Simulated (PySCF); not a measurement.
C6H8NO (doublet state).
Z-matrix (Å and degrees, GFN2-xTB geometry), rows numbered from 1:
```
C 
C   1  1.3628
C   2  1.4145  1  131.08
C   3  1.3924  2  106.63  1   179.72
C   4  1.3794  3  107.06  2     0.57
C   5  1.4935  4  131.13  3  -175.13
N   6  1.4606  5  113.11  4    88.44
O   5  1.3537  4  110.26  3    -0.79
H   1  1.0728  2  120.77  3  -179.54
H   1  1.0717  2  120.31  3     0.71
H   3  1.0702  2  125.50  1    -0.21
H   4  1.0720  3  127.30  2   179.80
H   6  1.0928  5  109.58  4  -151.61
H   6  1.0926  5  109.54  4   -31.89
H   7  1.0151  6  109.95  5    60.75
H   7  1.0151  6  110.13  5   -57.80
```

The hyperfine couplings belong to this conformer and change with its torsions.

As a line formula: `[CH2]c1ccc(CN)o1` [radical].

The calculation used UKS B3LYP, pcH-1 on C H N O, non-relativistic, mean-field spin-orbit, GIAO (PySCF). The structure is a single GFN2-xTB conformer in the gas phase; no vibrational or solvent corrections. A GFN2-xTB geometry isn't a minimum of the functional, and hyperfine couplings can be far from their values at a DFT geometry. The SCF solution wasn't tested for stability. ⟨S²⟩ is 0.776 where a pure state has 0.75.

(1) Where do the isotropic ENDOR lines of N7, H9, H10, H11, H13/H14, H12 and H15/H16 fall at 340.6 mT, to first order?

(2) Which pairs are centred on the nuclear Larmor frequency, and which on half the coupling?

(3) At what field would the lower line of H9 fall to zero frequency?

Answers

(1) For S = 1/2 in fast tumbling each set of equivalent nuclei gives two lines, ν± = |νn ± a/2| to first order, with νn = g_N μN B/h and μN/h = 7.62259 MHz/T.

| nuclei | isotope | g_N | νn (MHz) | a_iso (MHz) | lower line (MHz) | upper line (MHz) |
| --- | --- | --- | --- | --- | --- | --- |
| N7 | 14N | 0.4038 | 1.05 | 3.13 | 0.52 | 2.61 |
| H9 | 1H | 5.5857 | 14.50 | -38.11 | 4.55 | 33.56 |
| H10 | 1H | 5.5857 | 14.50 | -37.26 | 4.13 | 33.13 |
| H11 | 1H | 5.5857 | 14.50 | -26.10 | 1.45 | 27.55 |
| H13/H14 | 1H | 5.5857 | 14.50 | 6.39 | 11.31 | 17.70 |
| H12 | 1H | 5.5857 | 14.50 | 4.91 | 12.05 | 16.96 |
| H15/H16 | 1H | 5.5857 | 14.50 | -2.60 | 13.20 | 15.80 |

(2) Centred on νn, since |a| < 2νn: H11, H13/H14, H12 and H15/H16. Centred on |a|/2 and split by 2νn: N7, H9 and H10.

(3) Where νn = |a|/2, that is B = 19.05 MHz/(5.5857 × 7.62259 MHz/T) = 447 mT, as far as first order holds there.

Means are taken over nuclei equivalent by connectivity, which assumes that they swap fast. H9 and H10 aren't averaged: C1 is flat or nearly so (angle sum 360°), and its turn about the short C1–C2 bond (1.36 Å) is taken as slow.
